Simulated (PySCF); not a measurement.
Working out the ionisation energy of W

W [Xe] 4f14 5d4 6s2 (5D) → W⁺ [Xe] 4f14 5d4 6s1 (6D). All numbers are calculated (PySCF 2.14, the spin-free X2C one-electron Hamiltonian (Gaussian nucleus), in ANO-RCC-VTZP (8s7p5d3f2g1h, 104 functions)). Frozen: [Xe] 4f14. Energies in hartree (1 hartree = 27.21139 eV):

```tsv
part	W (lower)	W⁺ (upper)
UHF	-16137.656964	-16137.439557
MP2 opposite-spin	-0.041846	0.000000
MP2 same-spin	-0.043968	-0.043836
```

Problem. What does Hartree-Fock give?

Solution. (-16137.439557) − (-16137.656964) = 0.217407 hartree = 5.916 eV.

Problem. What do MP2 and SCS-MP2 (6/5 opposite-spin, 1/3 same-spin) give?

Solution. The opposite-spin parts differ by 1.139 eV and the same-spin parts by 0.004 eV. MP2: 5.916 + (1.139) + (0.004) = 7.059 eV. SCS-MP2: 5.916 + 1.2 × (1.139) + (0.004)/3 = 7.284 eV.

Measured between the centres of the two terms (NIST): 7.825 eV, so MP2 (valence) is off by -0.766 eV.

What remains against the reference includes basis incompleteness, the frozen core and correlation beyond second order.
